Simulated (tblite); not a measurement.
A geometry optimisation, step by step.

Species: CH₉BrOSi₃.
Numbering: `[CH3:1][SiH2:2][SiH2:3][O:4][SiH2:5][Br:6]` (hydrogens: H7, H8, H9 on C1; H10, H11 on Si2; H12, H13 on Si3; H14, H15 on Si5)

Computed with GFN2-xTB (tblite), gas phase: L-BFGS steps from a force-field or distance-geometry start until the largest atomic force falls under 0.01 eV/Å. 8 of its 177 geometries are shown.

Step 0: E = -549.1835 eV, largest atomic force 3.309 eV/Å
```
atom  x, y, z in Å  |  force x, y, z in eV/Å
C1     -2.666    0.253    0.087   -1.876   0.478   0.326
Si2    -1.494   -0.639   -1.033    0.114  -0.490  -0.588
Si3     0.581   -0.784   -0.216    0.569   0.266  -1.218
O4      1.553    0.352   -1.091    1.091  -0.624   3.061
Si5     2.862    0.776   -0.061   -0.588   0.296  -1.533
Br6     2.967    3.027    0.038   -0.198  -1.051  -0.022
H7     -3.698   -0.099   -0.194    0.797   0.414   0.395
H8     -2.683    1.352   -0.093    0.162  -0.809   0.497
H9     -2.538   -0.005    1.154   -0.014   0.456  -0.599
H10    -1.472   -0.010   -2.333   -0.201   0.158  -0.504
H11    -2.005   -2.016   -1.181    0.049   0.066  -0.057
H12     0.658   -0.583    1.223   -0.027  -0.038   0.180
H13     1.154   -2.109   -0.489    0.270   0.191   0.117
H14     4.164    0.327   -0.577   -0.489   0.154  -0.062
H15     2.613    0.167    1.237    0.339   0.535   0.008
```

Step 25: E = -550.1560 eV, largest atomic force 0.154 eV/Å
```
atom  x, y, z in Å  |  force x, y, z in eV/Å
C1     -2.713    0.271    0.026   -0.038   0.006   0.002
Si2    -1.541   -0.625   -1.183   -0.061   0.046   0.090
Si3     0.500   -0.960   -0.144   -0.067  -0.043  -0.014
O4      1.612    0.221   -0.406   -0.019  -0.021  -0.042
Si5     3.027    0.833    0.042   -0.020   0.064  -0.034
Br6     2.767    3.000   -0.206   -0.013  -0.019   0.000
H7     -3.748    0.028   -0.194   -0.025   0.019  -0.024
H8     -2.618    1.352   -0.034    0.047  -0.010  -0.014
H9     -2.532   -0.012    1.061    0.036  -0.030  -0.043
H10    -1.669    0.049   -2.487    0.141  -0.009   0.061
H11    -2.097   -1.979   -1.391    0.056   0.042  -0.002
H12     0.395   -0.972    1.321   -0.002  -0.040   0.073
H13     1.220   -2.187   -0.508    0.024   0.000  -0.020
H14     4.066    0.396   -0.866   -0.014  -0.018  -0.088
H15     3.324    0.593    1.440   -0.044   0.013   0.052
```

Step 50: E = -550.2305 eV, largest atomic force 0.095 eV/Å
```
atom  x, y, z in Å  |  force x, y, z in eV/Å
C1     -2.683    0.336   -0.004    0.037  -0.008  -0.002
Si2    -1.421   -0.595   -1.089   -0.032  -0.008   0.089
Si3     0.486   -1.186    0.075    0.002   0.037  -0.050
O4      1.478    0.118   -0.053    0.009  -0.035   0.037
Si5     2.889    0.873   -0.031   -0.034   0.003  -0.009
Br6     2.403    2.982   -0.428   -0.035  -0.026   0.005
H7     -3.688    0.242   -0.406    0.018   0.019  -0.014
H8     -2.454    1.396    0.060    0.023  -0.005  -0.001
H9     -2.700   -0.056    1.010   -0.015  -0.014   0.000
H10    -1.141    0.212   -2.284   -0.010   0.048  -0.047
H11    -2.079   -1.822   -1.569    0.018  -0.038   0.001
H12     0.425   -1.429    1.522   -0.015   0.027  -0.001
H13     1.284   -2.291   -0.477   -0.004   0.008   0.006
H14     3.700    0.408   -1.139    0.041  -0.002  -0.022
H15     3.495    0.820    1.285   -0.004  -0.006   0.006
```

Step 75: E = -550.2649 eV, largest atomic force 0.103 eV/Å
```
atom  x, y, z in Å  |  force x, y, z in eV/Å
C1     -2.580    0.408   -0.020   -0.042  -0.013   0.035
Si2    -1.280   -0.536   -1.038   -0.002   0.018  -0.050
Si3     0.501   -1.318    0.209   -0.024   0.022  -0.054
O4      1.631   -0.134    0.371    0.002   0.034  -0.012
Si5     2.766    0.885   -0.106    0.009  -0.002   0.005
Br6     1.772    2.798   -0.571   -0.039  -0.067  -0.021
H7     -3.451    0.637   -0.631    0.056  -0.040   0.075
H8     -2.198    1.352    0.363    0.036  -0.041  -0.021
H9     -2.915   -0.182    0.833   -0.004   0.059  -0.084
H10    -0.896    0.318   -2.176    0.028   0.020   0.023
H11    -1.931   -1.715   -1.637   -0.032  -0.010   0.008
H12     0.273   -1.677    1.612    0.041   0.009   0.001
H13     1.270   -2.394   -0.435   -0.028  -0.015   0.048
H14     3.403    0.426   -1.327   -0.030   0.035  -0.014
H15     3.630    1.141    1.025    0.030  -0.009   0.060
```

Step 101: E = -550.2901 eV, largest atomic force 0.060 eV/Å
```
atom  x, y, z in Å  |  force x, y, z in eV/Å
C1     -2.459    0.427   -0.007    0.007   0.007  -0.005
Si2    -1.216   -0.535   -1.075   -0.032  -0.019   0.024
Si3     0.481   -1.381    0.251    0.035  -0.032  -0.004
O4      1.740   -0.318    0.272   -0.021  -0.008  -0.016
Si5     2.676    0.900   -0.160   -0.018  -0.011   0.007
Br6     1.352    2.622   -0.553    0.002  -0.004  -0.002
H7     -3.253    0.857   -0.613    0.022  -0.016   0.028
H8     -1.962    1.244    0.510   -0.029   0.043  -0.005
H9     -2.923   -0.205    0.747    0.013  -0.002  -0.040
H10    -0.758    0.347   -2.160    0.027   0.018   0.006
H11    -1.911   -1.648   -1.749   -0.008  -0.014   0.034
H12     0.259   -1.562    1.692   -0.017   0.028  -0.050
H13     1.140   -2.590   -0.257    0.005  -0.018   0.007
H14     3.345    0.594   -1.412   -0.009   0.032   0.023
H15     3.486    1.258    0.987    0.023  -0.004  -0.007
```

Step 126: E = -550.3042 eV, largest atomic force 0.089 eV/Å
```
atom  x, y, z in Å  |  force x, y, z in eV/Å
C1     -2.433    0.436    0.001    0.019   0.026  -0.016
Si2    -1.258   -0.573   -1.103   -0.019   0.001   0.011
Si3     0.498   -1.374    0.172   -0.017  -0.008  -0.042
O4      1.826   -0.453   -0.149   -0.026  -0.055  -0.021
Si5     2.690    0.887   -0.156    0.008   0.087   0.019
Br6     1.286    2.578   -0.382    0.008  -0.024   0.012
H7     -3.303    0.778   -0.550   -0.010  -0.018  -0.024
H8     -1.939    1.318    0.400    0.015  -0.005   0.001
H9     -2.788   -0.157    0.839   -0.009   0.001   0.013
H10    -0.832    0.270   -2.232   -0.008  -0.002  -0.004
H11    -2.015   -1.698   -1.688    0.029   0.008   0.017
H12     0.343   -1.248    1.625   -0.005  -0.008   0.055
H13     1.056   -2.700   -0.100   -0.006  -0.009  -0.013
H14     3.531    0.867   -1.332    0.001  -0.009  -0.045
H15     3.334    1.077    1.128    0.020   0.014   0.037
```

Step 151: E = -550.3093 eV, largest atomic force 0.048 eV/Å
```
atom  x, y, z in Å  |  force x, y, z in eV/Å
C1     -2.439    0.474   -0.029    0.007  -0.024  -0.023
Si2    -1.250   -0.583   -1.073    0.017   0.015   0.032
Si3     0.518   -1.399    0.185    0.011   0.020  -0.033
O4      1.852   -0.473   -0.114   -0.035   0.026   0.018
Si5     2.684    0.891   -0.145   -0.028  -0.009  -0.038
Br6     1.231    2.551   -0.249   -0.008  -0.007   0.010
H7     -3.307    0.765   -0.613   -0.006   0.004  -0.015
H8     -1.962    1.387    0.318    0.036   0.013  -0.005
H9     -2.803   -0.063    0.843    0.021  -0.029   0.004
H10    -0.824    0.230   -2.226    0.002  -0.017   0.008
H11    -1.997   -1.727   -1.632    0.002   0.009   0.015
H12     0.381   -1.326    1.646   -0.002  -0.008  -0.006
H13     1.073   -2.714   -0.152   -0.023   0.025   0.012
H14     3.436    0.911   -1.384   -0.002   0.001   0.010
H15     3.404    1.083    1.098    0.010  -0.018   0.009
```

Step 176: E = -550.3171 eV, largest atomic force 0.009 eV/Å
```
atom  x, y, z in Å  |  force x, y, z in eV/Å
C1     -2.357    0.531   -0.093   -0.005   0.000   0.003
Si2    -1.238   -0.639   -1.087    0.000   0.000   0.006
Si3     0.509   -1.437    0.198    0.004  -0.004  -0.002
O4      1.819   -0.464   -0.047   -0.001   0.006   0.003
Si5     2.612    0.918   -0.128    0.007   0.001   0.000
Br6     1.134    2.542    0.100    0.004   0.000   0.002
H7     -3.256    0.782   -0.649    0.001   0.002  -0.006
H8     -1.847    1.463    0.143    0.005  -0.004   0.004
H9     -2.669    0.078    0.845   -0.003   0.001  -0.005
H10    -0.791    0.071   -2.299    0.000  -0.002  -0.001
H11    -2.036   -1.786   -1.558   -0.008  -0.004  -0.002
H12     0.331   -1.400    1.656    0.004   0.002  -0.001
H13     1.104   -2.731   -0.146   -0.001   0.002   0.000
H14     3.164    1.046   -1.462   -0.002   0.002   0.002
H15     3.516    1.032    0.999   -0.003  -0.002  -0.004
```

Problem. Summarise the path.

Solution. The energy falls by 109.37 kJ/mol from step 0 to step 176; nine tenths of that is first reached at step 39. It rises by more than 0.2 meV at steps 66 and 69. The largest force goes from 3.309 to 0.009 eV/Å. Among the bonds O4–Si5 changes most, from 1.718 to 1.596 Å; the atoms move by 0.981 Å rms after alignment.

Problem. Follow the three bonds and two angles with the largest change from start to end.

Solution. 
```json
{"step": "0", "E above end (kJ/mol)": "109.37", "largest force (eV/Å)": "3.309", "O4–Si5 (Å)": "1.718", "Si3–O4 (Å)": "1.732", "Si2–Si3 (Å)": "2.235", "Si3–O4–Si5 (°)": "106.7", "O4–Si3–H12 (°)": "112.2"}
{"step": "8", "E above end (kJ/mol)": "32.76", "largest force (eV/Å)": "0.370", "O4–Si5 (Å)": "1.610", "Si3–O4 (Å)": "1.653", "Si2–Si3 (Å)": "2.294", "Si3–O4–Si5 (°)": "128.4", "O4–Si3–H12 (°)": "99.5"}
{"step": "15", "E above end (kJ/mol)": "21.82", "largest force (eV/Å)": "0.262", "O4–Si5 (Å)": "1.606", "Si3–O4 (Å)": "1.646", "Si2–Si3 (Å)": "2.311", "Si3–O4–Si5 (°)": "133.3", "O4–Si3–H12 (°)": "102.8"}
{"step": "23", "E above end (kJ/mol)": "16.15", "largest force (eV/Å)": "0.132", "O4–Si5 (Å)": "1.608", "Si3–O4 (Å)": "1.648", "Si2–Si3 (Å)": "2.321", "Si3–O4–Si5 (°)": "142.8", "O4–Si3–H12 (°)": "102.8"}
{"step": "31", "E above end (kJ/mol)": "13.39", "largest force (eV/Å)": "0.132", "O4–Si5 (Å)": "1.608", "Si3–O4 (Å)": "1.645", "Si2–Si3 (Å)": "2.303", "Si3–O4–Si5 (°)": "147.1", "O4–Si3–H12 (°)": "103.6"}
{"step": "38", "E above end (kJ/mol)": "11.13", "largest force (eV/Å)": "0.138", "O4–Si5 (Å)": "1.603", "Si3–O4 (Å)": "1.643", "Si2–Si3 (Å)": "2.304", "Si3–O4–Si5 (°)": "153.5", "O4–Si3–H12 (°)": "103.9"}
{"step": "46", "E above end (kJ/mol)": "8.83", "largest force (eV/Å)": "0.090", "O4–Si5 (Å)": "1.603", "Si3–O4 (Å)": "1.642", "Si2–Si3 (Å)": "2.308", "Si3–O4–Si5 (°)": "154.0", "O4–Si3–H12 (°)": "102.7"}
{"step": "54", "E above end (kJ/mol)": "8.08", "largest force (eV/Å)": "0.049", "O4–Si5 (Å)": "1.600", "Si3–O4 (Å)": "1.641", "Si2–Si3 (Å)": "2.311", "Si3–O4–Si5 (°)": "155.9", "O4–Si3–H12 (°)": "102.7"}
{"step": "61", "E above end (kJ/mol)": "7.36", "largest force (eV/Å)": "0.068", "O4–Si5 (Å)": "1.598", "Si3–O4 (Å)": "1.641", "Si2–Si3 (Å)": "2.309", "Si3–O4–Si5 (°)": "159.2", "O4–Si3–H12 (°)": "102.2"}
{"step": "69", "E above end (kJ/mol)": "7.03", "largest force (eV/Å)": "0.449", "O4–Si5 (Å)": "1.613", "Si3–O4 (Å)": "1.647", "Si2–Si3 (Å)": "2.316", "Si3–O4–Si5 (°)": "155.0", "O4–Si3–H12 (°)": "101.1"}
{"step": "77", "E above end (kJ/mol)": "4.78", "largest force (eV/Å)": "0.063", "O4–Si5 (Å)": "1.599", "Si3–O4 (Å)": "1.646", "Si2–Si3 (Å)": "2.311", "Si3–O4–Si5 (°)": "156.1", "O4–Si3–H12 (°)": "100.6"}
{"step": "84", "E above end (kJ/mol)": "4.03", "largest force (eV/Å)": "0.058", "O4–Si5 (Å)": "1.597", "Si3–O4 (Å)": "1.646", "Si2–Si3 (Å)": "2.311", "Si3–O4–Si5 (°)": "152.8", "O4–Si3–H12 (°)": "100.0"}
{"step": "92", "E above end (kJ/mol)": "3.48", "largest force (eV/Å)": "0.063", "O4–Si5 (Å)": "1.596", "Si3–O4 (Å)": "1.647", "Si2–Si3 (Å)": "2.311", "Si3–O4–Si5 (°)": "154.2", "O4–Si3–H12 (°)": "99.2"}
{"step": "99", "E above end (kJ/mol)": "2.81", "largest force (eV/Å)": "0.093", "O4–Si5 (Å)": "1.597", "Si3–O4 (Å)": "1.649", "Si2–Si3 (Å)": "2.313", "Si3–O4–Si5 (°)": "159.1", "O4–Si3–H12 (°)": "100.2"}
{"step": "107", "E above end (kJ/mol)": "2.16", "largest force (eV/Å)": "0.098", "O4–Si5 (Å)": "1.598", "Si3–O4 (Å)": "1.647", "Si2–Si3 (Å)": "2.312", "Si3–O4–Si5 (°)": "162.1", "O4–Si3–H12 (°)": "101.8"}
{"step": "115", "E above end (kJ/mol)": "1.80", "largest force (eV/Å)": "0.039", "O4–Si5 (Å)": "1.596", "Si3–O4 (Å)": "1.647", "Si2–Si3 (Å)": "2.312", "Si3–O4–Si5 (°)": "162.0", "O4–Si3–H12 (°)": "102.0"}
{"step": "122", "E above end (kJ/mol)": "1.51", "largest force (eV/Å)": "0.039", "O4–Si5 (Å)": "1.597", "Si3–O4 (Å)": "1.647", "Si2–Si3 (Å)": "2.311", "Si3–O4–Si5 (°)": "158.7", "O4–Si3–H12 (°)": "103.7"}
{"step": "130", "E above end (kJ/mol)": "1.14", "largest force (eV/Å)": "0.039", "O4–Si5 (Å)": "1.596", "Si3–O4 (Å)": "1.649", "Si2–Si3 (Å)": "2.314", "Si3–O4–Si5 (°)": "154.9", "O4–Si3–H12 (°)": "103.1"}
{"step": "138", "E above end (kJ/mol)": "0.97", "largest force (eV/Å)": "0.021", "O4–Si5 (Å)": "1.597", "Si3–O4 (Å)": "1.648", "Si2–Si3 (Å)": "2.312", "Si3–O4–Si5 (°)": "155.1", "O4–Si3–H12 (°)": "103.3"}
{"step": "145", "E above end (kJ/mol)": "0.87", "largest force (eV/Å)": "0.014", "O4–Si5 (Å)": "1.597", "Si3–O4 (Å)": "1.649", "Si2–Si3 (Å)": "2.312", "Si3–O4–Si5 (°)": "155.2", "O4–Si3–H12 (°)": "103.2"}
{"step": "153", "E above end (kJ/mol)": "0.62", "largest force (eV/Å)": "0.064", "O4–Si5 (Å)": "1.597", "Si3–O4 (Å)": "1.652", "Si2–Si3 (Å)": "2.317", "Si3–O4–Si5 (°)": "154.3", "O4–Si3–H12 (°)": "103.1"}
{"step": "161", "E above end (kJ/mol)": "0.18", "largest force (eV/Å)": "0.051", "O4–Si5 (Å)": "1.598", "Si3–O4 (Å)": "1.650", "Si2–Si3 (Å)": "2.312", "Si3–O4–Si5 (°)": "155.4", "O4–Si3–H12 (°)": "102.7"}
{"step": "168", "E above end (kJ/mol)": "0.04", "largest force (eV/Å)": "0.022", "O4–Si5 (Å)": "1.597", "Si3–O4 (Å)": "1.649", "Si2–Si3 (Å)": "2.313", "Si3–O4–Si5 (°)": "156.6", "O4–Si3–H12 (°)": "103.0"}
{"step": "176", "E above end (kJ/mol)": "0.00", "largest force (eV/Å)": "0.009", "O4–Si5 (Å)": "1.596", "Si3–O4 (Å)": "1.649", "Si2–Si3 (Å)": "2.311", "Si3–O4–Si5 (°)": "155.9", "O4–Si3–H12 (°)": "103.2"}
```

What follows is the cost of the whole relaxation. Hardware: one thread of an Intel Xeon at 2.50 GHz, on a shared host. Cost: 7.0 s wall, 5.4 s CPU.
